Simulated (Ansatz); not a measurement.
Calculated with Ansatz (gas phase, PBE0-D4/def2-TZVP geometries, no zero-point term in ΔE). CCSD(T)/CBS is the MP2 limit (def2-TZVPP, def2-QZVPP) plus CCSD(T) − MP2 in def2-TZVPP, frozen cores. This one scheme is used for every species. def2 core potentials past Kr. For In outer-core shells are correlated without core-valence functions, which leaves a few kJ/mol of doubt a bond. One conformer a species, not always the lowest.

`[SiH3][In]([Cl])[Cl]` + `OB(Cl)Cl` → `[SiH3]OB(Cl)Cl` + `[Cl][InH][Cl]`  (cleavage of the Si–In bond)

`[SiH3][In]([Cl])[Cl]`:

```xyz
7

Si   -1.204   -0.012    0.408
In    1.218    0.022   -0.399
Cl    2.239   -1.721   -1.554
Cl    2.709    1.784   -0.104
H    -2.083    0.087   -0.783
H    -1.434    1.135    1.318
H    -1.445   -1.295    1.114
```

`OB(Cl)Cl`:

Z-matrix (Å, degrees):
```
B
O 1 1.341
Cl 1 1.762 2 121.4
Cl 1 1.745 2 118.8 3 180.0
H 2 0.962 1 113.4 3 0.0
```

`[SiH3]OB(Cl)Cl`:

```xyz
8

Si   -0.151   -0.757    1.005
O     0.220    0.664    0.214
B     0.225    1.014   -1.071
Cl   -0.227   -0.135   -2.332
Cl    0.685    2.638   -1.536
H    -1.561   -1.118    0.732
H     0.049   -0.478    2.443
H     0.762   -1.829    0.545
```

`[Cl][InH][Cl]`:

Cartesian coordinates in Å:
```
Cl 0.141 -1.463 1.630
In -0.157 0.160 0.010
Cl 1.357 -0.066 -1.723
H -1.341 1.369 0.084
```

```csv
level,ΔE (kcal/mol)
CCSD(T)/def2-TZVPP,-10.6
CCSD/CBS(def2),-10.8
```

Q: What does CCSD(T)/CBS give? (Best estimate.)

A: Computed: -10.2 kcal/mol. The listed levels differ from it by -0.4, -0.6 kcal/mol.

Largest T1 diagnostic among the species: 0.013.

Leaving LDA and LC-ωPBE aside and taking each functional with its dispersion term where it has one, the values, not all of them listed here, spread over 7.1 kcal/mol, from BHLYP-D4 to PBE-D4. LDA lies −1.5 kcal/mol from PBE without D4. The D4 term adds −0.8 kcal/mol with B3LYP and −0.4 kcal/mol with PBE0; it sums over pairs of atoms, weighted by their polarisabilities, and B3LYP, whose exchange is more repulsive, gets the larger term. At CCSD(T), def2-SVP lies +2.7 kcal/mol from the extrapolated value and def2-TZVPP −0.4 kcal/mol.

B3LYP here is the variant with VWN-RPA as its local correlation; programs differ in this.
